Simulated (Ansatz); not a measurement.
Species: H₆BFSi₂, SMILES `FB([SiH3])[SiH3]` (charge 0, multiplicity 1).

**Question.** Give a relaxed geometry from PBE-D3(BJ)/def2-TZVP (Ansatz, a quantum-chemistry and plane-wave program).

**Answer.** the end point of this relaxation (outside a Z-matrix the atoms follow the SMILES, hydrogens last).
Z-matrix (Å, degrees):
```
B
F 1 1.3391
Si 1 2.0454 2 119.03
H 3 1.4970 1 114.30 2 -20.09
H 3 1.4980 4 109.35 1 123.71
H 3 1.5014 4 108.61 5 116.66
Si 1 2.0455 2 119.07 3 179.95
H 7 1.4971 1 114.36 2 -18.97
H 7 1.4982 8 109.34 1 123.69
H 7 1.5015 8 108.63 9 116.62
```
